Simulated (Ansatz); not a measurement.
Saddle point of SiH3F3, singlet (SiH₂F₂ ([F][SiH2][F]) + HF → SiHF₃ ([F][SiH]([F])[F]) + H₂; bonds formed: Si1–F7, H2–H6; bonds broken: Si1–H2, H6–F7), PBE0-D4/def2-TZVP structure:

Si1  (-0.369, -0.137, -0.160)
H2  (1.289, -0.280, -0.203)
F3  (-0.357, -1.300, -1.261)
F4  (-0.988, -0.866, 1.094)
H5  (-1.151, 0.898, -0.834)
H6  (1.178, 0.486, 0.415)
F7  (0.397, 1.200, 0.948)
(Å)

Energies are electronic, without zero-point energy. Barriers and step energies count from the start structure reached by relaxing down the imaginary mode; all methods use the PBE0-D4 structures, on which another method's saddle can fall below an end. Computed with Ansatz 0.2.0 (basis: def2-TZVPP, with def2-QZVPP for the basis limit); correlated methods freeze the cores. B3LYP uses VWN-RPA correlation. Extrapolation: Hartree–Fock as exp(−7.88 √X), correlation as X^−2.97.

```
      method  barrier (eV)  step energy (eV)
       SPW92         0.718            -1.184
      PBE-D4         1.071            -1.214
     BLYP-D4         1.258            -1.283
   r2SCAN-D4         1.129            -1.372
      B97M-V         1.275            -1.384
     PBE0-D4         1.255            -1.225
    B3LYP-D4         1.373            -1.287
  r2SCAN0-D4         1.278            -1.344
    BHLYP-D4         1.564            -1.308
CAM-B3LYP-D4             ?            -1.295
     wB97X-V         1.340            -1.287
     wB97M-V         1.300            -1.310
      B2PLYP             ?            -1.306
    PBE-QIDH         1.372            -1.278
  RPA on PBE         1.463            -1.272
          HF         2.074            -1.340
         MP2             ?            -1.333
        CCSD         1.566            -1.290
     CCSD(T)         1.462            -1.295
```

Problem. Fill in the withheld barriers. (An estimate is asked for; the value comes from the calculation.)

Solution. Computed: CAM-B3LYP-D4 1.351; B2PLYP 1.407; MP2 1.403 eV. Each is the energy of the saddle less that of the start structure, by the same method.

For comparison, the barrier by CCSD(T) at an estimated basis limit (MP2 extrapolated from triple and quadruple zeta, plus CCSD(T) − MP2 in triple zeta) is 1.443 eV.

T1 diagnostic: at most 0.013. The end structure is not quite a true minimum (one mode of 31i cm⁻¹).

Labels in which every atom is bracketed show which atoms are joined, not bond orders.

For scale, one of the runs: CCSD(T)/def2-TZVPP, 177 basis functions, launched by `ansatz run in.yaml --threads 2 --pin off --events-out ev --progress --plain --max-ram 4352MiB`. Hardware: 2 CPU threads of an Arm Neoverse V1, shared host. Wall time 61 s; peak host memory 1.7 GiB.
